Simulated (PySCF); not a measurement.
C₂H₇FSi₃, SMILES F[SiH2][Si@H]1C=C[SiH2]1.

Coordinates come from a PBE0-D3(BJ)/def2-SVP optimisation. The structure was generated by enumeration; whether it is a known compound was not checked. One conformer was computed; it need not be the lowest.

Vertical ionisation energy (IE) and electron affinity (EA) in eV. Rows of orbital energies are one-electron estimates. Where ΔSCF, EOM or ADC give a negative EA the extra electron is unbound and the value depends on the basis.

```
level                                           IE    EA
--------------------------------------------  ----  ----
−ε(HOMO), −ε(LUMO), r2SCAN/def2-TZVP (PySCF)  6.71  1.94
−ε(HOMO), −ε(LUMO), PBE/def2-TZVP (PySCF)     6.48  2.14
```
